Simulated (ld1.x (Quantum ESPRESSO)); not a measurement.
## Pseudopotential generation for molybdenum (Mo): PAW, Wu–Cohen, scalar-relativistic.

ld1.x (Quantum ESPRESSO) 7.5 was run on this input:

```
&input
   title='Mo', zed=42., rel=1, dft='WC', iswitch=3,
   config='[Kr] 4d4 5s0 5p0',
   nld=3, rlderiv=3.50, eminld=-4.0, emaxld=5.0, deld=0.02
 /
 &inputp
   pseudotype=3, lpaw=.true., tm=.true., lloc=-2, rcloc=1.60,
   nlcc=.true., new_core_ps=.true.,
   which_augfun='PSQ', rmatch_augfun_nc=.true.,
   file_pseudopw='Mo.UPF', file_wfcaegen='ae.wfc', file_wfcncgen='nc.wfc', file_beta='beta', file_chi='chi', file_wfcusgen='us.wfc'
 /
6
5S  1  0   0.00   0.00  2.10  2.30  0.0
5S  1  0   0.00   0.40  2.10  2.30  0.0
5P  2  1   0.00   0.00  2.40  3.20  0.0
5P  2  1   0.00   0.70  2.40  3.20  0.0
4D  3  2   4.00   0.00  1.75  2.10  0.0
4D  3  2   0.00   3.25  1.75  2.10  0.0
 &test
   configts(1)='4d4 5s0 5p0'
 /
```

Command:

```bash
ld1.x < Mo.in > Mo.out
```

Output (shortened: banner, matrices, multipoles, cross overlaps and the repeated all-electron block are left out):

```
Program LD1 v.7.5
     --------------------------- All-electron run ----------------------------

     Mo
     scalar relativistic calculation

     atomic number is 42.00
     dft =WC   lsd =0 sic =0 latt =0  beta=0.20 tr2=1.0E-14
     Exchange-correlation= WC
                           (   1   4  11   4   0   0   0)
     mesh =1229 r(mesh) = 100.71859 a.u. xmin = -7.00 dx = 0.01250
     1 Ry =  13.60569312 eV, c = 137.03599908

     n l     nl                  e(Ry)          e(Ha)          e(eV)
     1 0     1S 1( 2.00)     -1458.0679      -729.0339    -19838.0240
     2 0     2S 1( 2.00)      -207.1002      -103.5501     -2817.7423
     2 1     2P 1( 6.00)      -185.3358       -92.6679     -2521.6214
     3 0     3S 1( 2.00)       -36.3680       -18.1840      -494.8120
     3 1     3P 1( 6.00)       -29.2343       -14.6172      -397.7531
     4 0     4S 1( 2.00)        -6.0803        -3.0401       -82.7265
     4 1     4P 1( 6.00)        -4.1694        -2.0847       -56.7278
     3 2     3D 1(10.00)       -17.6121        -8.8060      -239.6247
     4 2     4D 1( 4.00)        -1.5297        -0.7648       -20.8122
     5 0     5S 1( 0.00)        -1.2928        -0.6464       -17.5895
     5 1     5P 1( 0.00)        -0.9207        -0.4603       -12.5261

     final scf error:  8.4E-15 reached in  24 iterations

     Etot =   -8094.347957 Ry,   -4047.173979 Ha, -110129.214338 eV

     Ekin =    8345.971808 Ry,    4172.985904 Ha,  113552.731228 eV
     Encl =  -19455.555579 Ry,   -9727.777789 Ha, -264706.318741 eV
     Eh   =    3259.916125 Ry,    1629.958062 Ha,   44353.418397 eV
     Exc  =    -244.680311 Ry,    -122.340155 Ha,   -3329.045222 eV

     normalization and overlap integrals

     s(1S/1S) =  1.000000  <r> =   0.0352  <r2> =    0.0017  r(max) =   0.0229
     s(2S/2S) =  1.000000  <r> =   0.1537  <r2> =    0.0279  r(max) =   0.1303
     s(2P/2P) =  1.000000  <r> =   0.1340  <r2> =    0.0219  r(max) =   0.1041
     s(3S/3S) =  1.000000  <r> =   0.4291  <r2> =    0.2109  r(max) =   0.3819
     s(3P/3P) =  1.000000  <r> =   0.4307  <r2> =    0.2160  r(max) =   0.3771
     s(4S/4S) =  1.000000  <r> =   1.1034  <r2> =    1.3799  r(max) =   0.9874
     s(4P/4P) =  1.000000  <r> =   1.2271  <r2> =    1.7246  r(max) =   1.0643
     s(3D/3D) =  1.000000  <r> =   0.4154  <r2> =    0.2075  r(max) =   0.3206
     s(4D/4D) =  1.000000  <r> =   1.7222  <r2> =    3.5358  r(max) =   1.3496
     s(5S/5S) =  1.000000  <r> =   2.9275  <r2> =    9.6393  r(max) =   2.5853
     s(5P/5P) =  1.000000  <r> =   3.5327  <r2> =   14.0526  r(max) =   3.1184

     ------------------------ End of All-electron run ------------------------

     --------------------- Generating PAW atomic setup --------------------

      Generating local potential from pseudized AE potential:
      Matching radius rcloc =   1.6000
      Enforcing V''(0)=0 (lloc=-2)

      Local pseudo, rcloc= 1.588 Estimated cut-off energy=    12.57 Ry

      Computing core charge for nlcc:

       r > 1.47 : true rho core
      Core charge pseudized with two Bessel functions
      Integrated core pseudo-charge :  11.98
      Wfc-us  5S rcutus= 2.310  Estimated cut-off energy=    22.61 Ry
      Wfc-us  5S rcutus= 2.310  Estimated cut-off energy=    10.07 Ry
      Wfc-us  5P rcutus= 3.197  Estimated cut-off energy=     7.36 Ry
      Wfc-us  5P rcutus= 3.197  Estimated cut-off energy=    11.79 Ry
      Wfc-us  4D rcutus= 2.090  Estimated cut-off energy=    26.58 Ry
      Wfc-us  4D rcutus= 2.090  Estimated cut-off energy=    24.12 Ry

     Required augmentation: PSQ   radius:    3.200000

     Q pseudized with Bessel functions
     Expected ecutrho=     149.8340 due to l1=  2   l2=  2

     Estimated PAW energy = -253.326862 Ryd

     ------------------- End of pseudopotential generation -------------------

     Computing logarithmic derivative in   3.51170

       Warning: n=1, l=0 expected 0 nodes, found 1
       Setting wfc to zero for this iteration
       (This warning will only be printed once per wavefunction)

       Zero norm: self consistency problem; state:  2 (l=  0, j=0.0)
     Computing logarithmic derivative in   3.51170
     Computing the partial wave expansion
     R is outside the sphere for l=    0 j= 0.00
     R is outside the sphere for l=    0 j= 0.00
     R is outside the sphere for l=    1 j= 0.00
     R is outside the sphere for l=    1 j= 0.00
     R is outside the sphere for l=    2 j= 0.00
     R is outside the sphere for l=    2 j= 0.00

     ---------------------- Testing the pseudopotential ----------------------

     Mo
     scalar relativistic calculation

     atomic number is 42.00   valence charge is  6.00
     dft = SLA  PW   WCX  PBC   lsd =0 sic =0 latt =0  beta=0.20 tr2=1.0E-14
     mesh =1229 r(mesh) = 100.71859 xmin = -7.00 dx = 0.01250

     n l     nl             e AE (Ry)        e PS (Ry)    De AE-PS (Ry)
     3 2     4D   1( 4.00)       -1.52967       -1.52967        0.00000
     1 0     5S   1( 0.00)       -1.29280       -1.29280        0.00000
     2 1     5P   1( 0.00)       -0.92065       -0.92065        0.00000

     eps = 1.7E-15  iter =  3

     Etot =   -8094.347957 Ry,   -4047.173979 Ha, -110129.214338 eV
     Etotps =  -253.326870 Ry,    -126.663435 Ha,   -3446.687648 eV

     Ekin =      38.193223 Ry,      19.096611 Ha,     519.645269 eV
     Encl =     -55.272682 Ry,     -27.636341 Ha,    -752.023151 eV
     Ehrt =       8.432894 Ry,       4.216447 Ha,     114.735362 eV
     Ecxc =    -244.680304 Ry,    -122.340152 Ha,   -3329.045129 eV
     (Ecc =     -18.402986 Ry,      -9.201493 Ha,    -250.385379 eV)

     ---------------------- End of pseudopotential test ----------------------
```

The ghost test of this file was not conclusive. Its overlap operator is not positive definite in a basis up to 400 Ry (lowest eigenvalue s -0.02), so the file is unfit for use: the generalised eigenproblem breaks down once the basis is large enough, and its test numbers describe a broken file.

Generation and configuration tests took about 2.4 s on one core of a shared server CPU.

Transferability test of the new file with ld1.x, input:

```
&input
   title='Mo', zed=42., rel=1, dft='WC', iswitch=2,
   config='[Kr] 4d4 5s0 5p0'
 /
 &test
   file_pseudo='Mo.UPF', nconf=8,
   configts(1)='4d4 5s0 5p0',
   configts(2)='4d5 5s1 5p0',
   configts(3)='4d5 5s0 5p0',
   configts(4)='4d3 5s0 5p0',
   configts(5)='4d4 5s2 5p0',
   configts(6)='4d5 5s0 5p1',
   configts(7)='4d5.5 5s0.5 5p0',
   configts(8)='4d4 5s1 5p0'
 /
```

```bash
ld1.x < Mo.test.in > Mo.test.out
```

Pseudopotential blocks of its output, shortened (energy terms left out; the distinct warnings before each block abridged to one line each):

```
     Warning: n=1, l=0 expected 0 nodes, found 1
     ---------------------- Testing the pseudopotential ----------------------

     n l     nl             e AE (Ry)        e PS (Ry)    De AE-PS (Ry)
     3 2     4D   1( 4.00)       -1.52967       -1.52967        0.00000
     1 0     5S   1( 0.00)       -1.29280       -1.29280        0.00000
     2 1     5P   1( 0.00)       -0.92065       -0.92065        0.00000

     eps = 1.7E-15  iter =  3

     Etot =   -8094.347957 Ry,   -4047.173979 Ha, -110129.214338 eV
     Etotps =  -253.326870 Ry,    -126.663435 Ha,   -3446.687648 eV

     ---------------------- End of pseudopotential test ----------------------

          BEWARE! Errors in PS-KS equations
     ---------------------- Testing the pseudopotential ----------------------

     n l     nl             e AE (Ry)        e PS (Ry)    De AE-PS (Ry)
     3 2     4D   1( 5.00)       -0.27643       -0.75551        0.47907  !
     1 0     5S   1( 1.00)       -0.30265       -0.30265        0.00000
     2 1     5P   1( 0.00)       -0.07241       -0.07087       -0.00153

     eps = 7.3E-15  iter = 32

     Etot =   -8095.989886 Ry,   -4047.994943 Ha, -110151.553914 eV
     Etotps =  -254.758928 Ry,    -127.379464 Ha,   -3466.171797 eV
     dEtot_ae =      -1.641929 Ry
     dEtot_ps =      -1.432059 Ry,   Delta E=      -0.209870 Ry

     ---------------------- End of pseudopotential test ----------------------

          ---------------------- Testing the pseudopotential ----------------------

     n l     nl             e AE (Ry)        e PS (Ry)    De AE-PS (Ry)
     3 2     4D   1( 5.00)       -0.76475       -0.75551       -0.00924  !
     1 0     5S   1( 0.00)       -0.71801       -0.71801        0.00000
     2 1     5P   1( 0.00)       -0.42500       -0.42591        0.00092

     eps = 1.8E-15  iter = 10

     Etot =   -8095.483508 Ry,   -4047.741754 Ha, -110144.664294 eV
     Etotps =  -254.456282 Ry,    -127.228141 Ha,   -3462.054087 eV
     dEtot_ae =      -1.135551 Ry
     dEtot_ps =      -1.129412 Ry,   Delta E=      -0.006138 Ry

     ---------------------- End of pseudopotential test ----------------------

          ---------------------- Testing the pseudopotential ----------------------

     n l     nl             e AE (Ry)        e PS (Ry)    De AE-PS (Ry)
     3 2     4D   1( 3.00)       -2.41714       -2.44756        0.03041  !
     1 0     5S   1( 0.00)       -1.95078       -1.95078        0.00000
     2 1     5P   1( 0.00)       -1.50545       -1.51471        0.00926  !

     eps = 6.2E-15  iter =  7

     Etot =   -8092.383562 Ry,   -4046.191781 Ha, -110102.487375 eV
     Etotps =  -251.349041 Ry,    -125.674521 Ha,   -3419.777921 eV
     dEtot_ae =       1.964396 Ry
     dEtot_ps =       1.977828 Ry,   Delta E=      -0.013433 Ry

     ---------------------- End of pseudopotential test ----------------------

          BEWARE! Errors in PS-KS equations
     Warning: n=2, l=1 expected 0 nodes, found 1
     Warning: n=3, l=2 expected 0 nodes, found 1
     ---------------------- Testing the pseudopotential ----------------------

     n l     nl             e AE (Ry)        e PS (Ry)    De AE-PS (Ry)
     3 2     4D   1( 4.00)       -0.41565       -1.52967        1.11402  !
     1 0     5S   1( 2.00)       -0.36204       -0.36204        0.00000
     2 1     5P   1( 0.00)       -0.10290       -0.10290        0.00000

     eps = 8.7E-15  iter = 24

     Etot =   -8095.977851 Ry,   -4047.988926 Ha, -110151.390176 eV
     Etotps =  -254.050955 Ry,    -127.025478 Ha,   -3456.539335 eV
     dEtot_ae =      -1.629894 Ry
     dEtot_ps =      -0.724086 Ry,   Delta E=      -0.905808 Ry

     ---------------------- End of pseudopotential test ----------------------

          ---------------------- Testing the pseudopotential ----------------------

     n l     nl             e AE (Ry)        e PS (Ry)    De AE-PS (Ry)
     3 2     4D   1( 5.00)       -0.36995       -0.36296       -0.00699  !
     1 0     5S   1( 0.00)       -0.36838       -0.36838        0.00000
     2 1     5P   1( 1.00)       -0.12556       -0.12656        0.00100

     eps = 5.0E-15  iter = 17

     Etot =   -8095.752688 Ry,   -4047.876344 Ha, -110148.326673 eV
     Etotps =  -254.726737 Ry,    -127.363369 Ha,   -3465.733817 eV
     dEtot_ae =      -1.404731 Ry
     dEtot_ps =      -1.399868 Ry,   Delta E=      -0.004863 Ry

     ---------------------- End of pseudopotential test ----------------------

          BEWARE! Errors in PS-KS equations
     ---------------------- Testing the pseudopotential ----------------------

     n l     nl             e AE (Ry)        e PS (Ry)    De AE-PS (Ry)
     3 2     4D   1( 5.50)       -0.21799       -0.43343        0.21544  !
     1 0     5S   1( 0.50)       -0.27590       -0.27590        0.00000
     2 1     5P   1( 0.00)       -0.05933       -0.04665       -0.01268  !

     eps = 8.0E-15  iter = 32

     Etot =   -8095.968697 Ry,   -4047.984349 Ha, -110151.265629 eV
     Etotps =  -254.889490 Ry,    -127.444745 Ha,   -3467.948175 eV
     dEtot_ae =      -1.620740 Ry
     dEtot_ps =      -1.562620 Ry,   Delta E=      -0.058120 Ry

     ---------------------- End of pseudopotential test ----------------------

          BEWARE! Errors in PS-KS equations
     ---------------------- Testing the pseudopotential ----------------------

     n l     nl             e AE (Ry)        e PS (Ry)    De AE-PS (Ry)
     3 2     4D   1( 4.00)       -0.94016       -1.52967        0.58951  !
     1 0     5S   1( 1.00)       -0.80960       -0.80960        0.00000
     2 1     5P   1( 0.00)       -0.48939       -0.63620        0.14682  !

     eps = 3.4E-15  iter = 29

     Etot =   -8095.395832 Ry,   -4047.697916 Ha, -110143.471399 eV
     Etotps =  -254.136465 Ry,    -127.068232 Ha,   -3457.702748 eV
     dEtot_ae =      -1.047875 Ry
     dEtot_ps =      -0.809595 Ry,   Delta E=      -0.238280 Ry

     ---------------------- End of pseudopotential test ----------------------
```
